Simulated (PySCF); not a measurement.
A structure optimised at PBE0-D3(BJ)/def2-SVP, used in a PySCF frequency run:

```
Si
O 1 1.6854
C 2 1.4173 1 117.43
H 3 1.1023 2 108.85 1 -159.27
H 3 1.1081 4 106.53 2 120.01
H 1 1.4983 2 109.91 3 -89.02
C 1 1.8624 6 110.38 2 119.28
H 7 1.1007 1 110.63 6 177.60
H 7 1.1008 8 108.15 1 -121.31
H 7 1.1012 8 108.53 9 -117.01
C 1 1.8903 6 110.05 2 -112.30
H 11 1.1011 1 111.91 6 -127.64
H 11 1.1013 12 107.85 1 -123.10
Si 11 1.8913 12 111.50 13 -122.50
H 14 1.4956 11 110.76 12 -16.23
H 14 1.4961 15 108.74 11 -126.23
```

Task: Write its SMILES and formula.

Result: C[Si@@H]1C[SiH2]CO1, C3H10OSi2

Task: What are its rotational constants (standard atomic weights)?

Result: 4.0477, 1.7362, 1.3926 GHz
